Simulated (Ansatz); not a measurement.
Start from `[SiH3]NBS` and change one atom or group to get `BN[SiH3]`.

Ansatz, PBE0-D4/def2-TZVP geometries, multiplicity 1. Each molecule was computed in one conformer, which needn't be the lowest.

```csv
property,`[SiH3]NBS`
HOMO energy (B3LYP/def2-TZVPP) / eV,-7.11
HOMO–LUMO gap (B3LYP/def2-TZVPP) / eV,6.97
"ideal-gas entropy at 298 K and 1 bar (rigid rotor, harmonic PBE0-D4/def2-TZVP) / J/(mol·K)",336
LUMO energy (PBE0/def2-TZVPP) / eV,0.11
size of the dipole moment (ωB97M-V/def2-TZVPP) / D,0.69
LUMO energy (PBE/def2-TZVPP) / eV,-0.83
```

(1) What does the change do to each property? (An estimate is asked.)

Results:

(1) Computed: 
```json
{"property": "HOMO energy (B3LYP/def2-TZVPP) / eV", "`BN[SiH3]`": "-8.30", "shift": "-1.19"}
{"property": "HOMO–LUMO gap (B3LYP/def2-TZVPP) / eV", "`BN[SiH3]`": "7.89", "shift": "0.92"}
{"property": "ideal-gas entropy at 298 K and 1 bar (rigid rotor, harmonic PBE0-D4/def2-TZVP) / J/(mol·K)", "`BN[SiH3]`": "293", "shift": "-43"}
{"property": "LUMO energy (PBE0/def2-TZVPP) / eV", "`BN[SiH3]`": "-0.17", "shift": "-0.28"}
{"property": "size of the dipole moment (ωB97M-V/def2-TZVPP) / D", "`BN[SiH3]`": "1.39", "shift": "0.70"}
{"property": "LUMO energy (PBE/def2-TZVPP) / eV", "`BN[SiH3]`": "-1.15", "shift": "-0.32"}
```

With PBE0 the HOMO falls by 1.16 eV and the LUMO falls by 0.28 eV, so the gap widens by about 0.88 eV. PBE moves the HOMO by -1.09 eV and ωB97M-V by -1.29 eV. The zero-point energy changes by -4.3 kJ/mol with -3 modes. Dipoles are sizes alone; their direction can turn.

B3LYP here is the variant with VWN-RPA as its local correlation; programs differ in this.
